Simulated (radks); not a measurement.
Q: The mean radii <r> (bohr) of the occupied orbitals of an atom or ion are listed with their occupations. Method: scalar-relativistic Kohn-Sham, PBE, spin-polarised, spherical densities, point nucleus; computed with a radial shooting solver on a logarithmic mesh with Libxc functionals.

| orbital | occ. | <r> |
|---|---|---|
| 1s down | 1 | 0.02318 |
| 1s up | 1 | 0.02318 |
| 2s up | 1 | 0.09895 |
| 2s down | 1 | 0.09895 |
| 2p up | 3 | 0.08711 |
| 2p down | 3 | 0.08710 |
| 3s up | 1 | 0.2606 |
| 3s down | 1 | 0.2604 |
| 3p up | 3 | 0.2589 |
| 3p down | 3 | 0.2587 |
| 3d up | 5 | 0.2363 |
| 3d down | 5 | 0.2361 |
| 4s up | 1 | 0.5931 |
| 4s down | 1 | 0.5929 |
| 4p up | 3 | 0.6281 |
| 4p down | 3 | 0.6279 |
| 4d up | 5 | 0.6887 |
| 4d down | 5 | 0.6890 |
| 5s up | 1 | 1.432 |
| 5s down | 1 | 1.451 |
| 5p up | 3 | 1.669 |
| 5p down | 3 | 1.699 |
| 4f up | 5 | 1.018 |

Name the element and its charge. Open shells, if any, are filled with parallel spins first.

A: Z = 61, promethium, charge +2: Pm2+ in [Xe] 4f5. The 1s radius gives Z: for a bare nucleus <r> = (2 gamma + 1)/(2Z) with gamma = sqrt(1 - (Z/c)^2), 0.02288 bohr for Z = 61, and screening makes it slightly larger (0.02318 here). The occupations add up to 59, and the charge is Z minus that.
